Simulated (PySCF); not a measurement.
# Identify the compound

An unknown has the formula C4H10O2Si2. Its calculated NMR data are:

¹H NMR (300 MHz, computed): δ 8.18 (s, 1H), 5.64 (q, 1H), 3.92 (t, 3H), 3.91 (d, 3H), 2.10 (q, 2H).

¹³C{¹H} NMR (computed): δ 168.1 (C), 165.0 (CH), 111.8 (CH), 24.6 (CH2).

One computed conformer, fast rotation and ring inversion assumed for equivalent nuclei, relativity neglected, in vacuum. GFN2-xTB structure; GIAO PBE0/pcSseg-1 shieldings; PySCF 2.14.0 with density-fitted response routines.

δ = σ(ref) − σ, references computed at the same level: ¹H and ¹³C against TMS.

**Question.** Choose the structure that fits.
A. O=C([SiH2]O[SiH3])C1CC1
B. C=C[Si@@H](O)C(=C)O[SiH3]
C. O=CO/C(=C\[SiH3])C[SiH3]

**Answer.** C. 

- Rings plus π bonds: 2 (no ring in the answer).
- 4 carbon signals for 4 carbons: no two carbons are equivalent.
- Carbon types of the structure: 1 × C, 2 × CH, 1 × CH2, leaving 6 H on heteroatoms.
- δC 168.1: alkene carbon bearing oxygen; an sp2 carbon further deshielded by the attached heteroatom.
- δC 165.0: ester carbonyl carbon; it is a carbonyl in resonance with an O or N lone pair, the region of acids, esters and amides.
- δC 111.8: β carbon of an enol-ether or enamine type C=C; the O or N lone pair pushes π density onto this β carbon and shields it.
- δH 5.64: hydrogen on a β carbon of an enol-ether or enamine type C=C; attached to an sp2 carbon and in the plane of the double bond.
- δH 2.10: hydrogen on an allylic sp3 CH2 bonded to Si; allylic position.

The others: C=C[Si@@H](O)C(=C)O[SiH3] would give 7 signals for carbon-bound and other non-exchanging H, not 5; O=C([SiH2]O[SiH3])C1CC1 would give 3 carbon signals, not 4.

Shifts are as computed. Against solution values, carbons near 30 ppm lie about +3 ppm off and those near 130 ppm about +5 ppm. Of 1211 compounds with measured shifts, 218 miss one by over three times the rms of a fit or turn the order of signals round; such compounds aren't used in these exercises. No couplings were computed; multiplicities are counted from neighbouring protons, with m where these are inequivalent, close in shift, in a saturated or five-membered ring or joined by F or P, and br s for small geminal =CH2 splittings.
